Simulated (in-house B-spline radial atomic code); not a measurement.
How G0W0 and RPA depend on the start: Ge-

Configuration [Ar] 3d10 4s2 4p3, highest spin. Computed with a B-spline radial code for spherical atoms: all electrons, non-relativistic, point nucleus, each spin shell either full or empty, empty states to l = 9 with an (l + 1/2)⁻⁴ tail; G0W0 by contour deformation at full frequency.

The anion's configuration is assumed.

```json
{"start": "Hartree-Fock", "mean-field 4p up (eV)": "-1.631", "G0W0 (eV)": "?", "QP weight": "?", "RPA correlation (Eh)": "?"}
{"start": "LC-wPBE", "mean-field 4p up (eV)": "-1.714", "G0W0 (eV)": "?", "QP weight": "?", "RPA correlation (Eh)": "?"}
{"start": "wB97X", "mean-field 4p up (eV)": "-1.288", "G0W0 (eV)": "-1.602", "QP weight": "0.885", "RPA correlation (Eh)": "-2.2676"}
{"start": "BHandHLYP", "mean-field 4p up (eV)": "-0.150", "G0W0 (eV)": "-1.259", "QP weight": "0.648", "RPA correlation (Eh)": "-2.2468"}
{"start": "CAM-B3LYP", "mean-field 4p up (eV)": "-0.510", "G0W0 (eV)": "-1.421", "QP weight": "0.803", "RPA correlation (Eh)": "-2.289"}
```

What G0W0 level, weight and RPA correlation energy follow from the LC-wPBE start?

G0W0 level -1.635 eV, weight 0.908, RPA correlation -2.2797 hartree.

What G0W0 level, weight and RPA correlation energy follow from the Hartree-Fock start?

G0W0 level -1.783 eV, weight 0.907, RPA correlation -2.1298 hartree.

How much of the dependence on the start does G0W0 remove?

The mean-field levels span 1.56 eV and the G0W0 levels 0.524 eV. Against 1.233 eV (electron affinity of the neutral atom) the G0W0 removal energies are off by +0.03 to +0.55 eV, with relativity, Breit and QED terms left out.
